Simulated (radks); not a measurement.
Question: These are the eigenvalues of the occupied orbitals of an atom or ion with whole-number occupations (hartree). Method: non-relativistic Kohn-Sham, TPSS, spin-polarised, spherical densities, point nucleus; meta-GGA in the generalised Kohn-Sham scheme; computed with a radial shooting solver on a logarithmic mesh with Libxc functionals.

1s up: -161.2756
1s down: -161.2748
2s up: -17.61242
2s down: -17.61187
2p up: -14.54838
2p down: -14.54747
3s up: -2.25675
3s down: -2.25482
3p up: -1.46362
3p down: -1.46171
4s up: -0.22540
4s down: -0.19950
4p up: -0.10261

Which element is it, and in what charge state? The configuration may be excited. Open shells, if any, are filled with parallel spins first.

Answer: Z = 21, scandium, charge 0: Sc in [Ar] 4s2 4p1. The list shows which subshells hold electrons but not how many an open one holds; the 1s level, -161.28 hartree, gives Z - s = 18.0 by -(Z - s)^2/2, which with screening narrows Z to a few neighbours, and the depths of the outer levels then fix element, charge and occupations together.
